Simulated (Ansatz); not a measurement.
Mulliken charges of `[OH][In]([SH])[SeH]` from PBE/def2-TZVPP in Ansatz (PBE0-D4/def2-TZVP geometry).

```csv
atom,x (Å),y (Å),z (Å),charge (e)
O1,-1.946,0.483,-0.052,-0.454
In2,-0.041,-0.052,-0.025,0.695
S3,1.416,1.628,0.787,-0.355
Se4,0.653,-2.319,-0.799,-0.274
H5,-2.535,-0.200,-0.382,0.176
H6,0.392,2.476,0.985,0.135
H7,2.062,-2.016,-0.514,0.076
```

**Question.** By hand: the dipole of these point charges (1 e Å = 4.8032 D).

**Answer.** Σ q r = (-0.063, -0.052, -0.028) e Å, of length 0.086 e Å = 0.41 D.

**Question.** How does the dipole of the full density compare? (Estimate.)

**Answer.** Computed: (-0.026, -0.172, -0.068) e Å, 0.90 D; the point charges give 0.46 times that, at 39° from its direction.

Point charges leave out the atoms' own dipoles, such as those of lone pairs, and Mulliken's split depends on the basis, so the two needn't agree.
